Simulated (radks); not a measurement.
Numerical settings for the samarium ion Sm+, [Xe] 4f6 6s1. Method: Dirac Kohn-Sham, BLYP, spin-unpolarised, spherical densities, finite nucleus; open shells fill j = l - 1/2 first; Fermi nuclear charge, rms radius 5.0819 fm; computed with a radial shooting solver on a logarithmic mesh with Libxc functionals. The defaults (mesh step 0.008 in ln r, mesh end at 40 bohr or more with all orbitals vanishing there, Anderson mixing 0.5 over 9 steps, residual threshold near 1e-9 with the energy settled to 1e-9 hartree or 1e-11 of itself, here a cap of 80 iterations) give E = -10434.4688 hartree and 6s1/2 at -8.441 eV in 15 iterations. Run on one thread of a shared host, so times are rough (Intel(R) Xeon(R) Platinum 8488C): 0.25 s of CPU time, 0.25 s wall, 15 iterations on 2360 mesh points. Changes against that run (0 stands for a change within the tolerance of the run):

setting                    iterations         converged  E (mhartree)  e(6s1/2) (meV)  CPU (s)
mesh step in ln r 0.003            18               yes             0               0     0.72
mesh step in ln r 0.08              4                no      diverged               -     0.04
mesh step in ln r 0.03             15               yes      +0.00585               0     0.09
mesh end (bohr) 1                  14  level above zero     +3.09e+05       +1.76e+06     0.32
mesh end (bohr) 12                 15               yes       +0.0371           +3.12     0.23
residual threshold 1e-05           12               yes             0         +0.0362     0.24
residual threshold 0.001           11               yes             0          +0.258     0.24
mixing 0.2                         19               yes             0               0     0.34
linear mixing, mixing 0.2          80                no             0               0     0.72
linear mixing, mixing 0.8          68                no      diverged               -      2.2
mixing history 3                   20               yes             0               0     0.33
iteration cap 3                     3                no         +10.5            -919     0.09

Settled on a wrong energy, with an occupied level pushed above zero by the early mesh end: mesh end (bohr) 1 (+309 hartree). Apart from these: no run marked as converged misses the energy by more than 1 mhartree. A mesh that ends early acts as a hard wall.
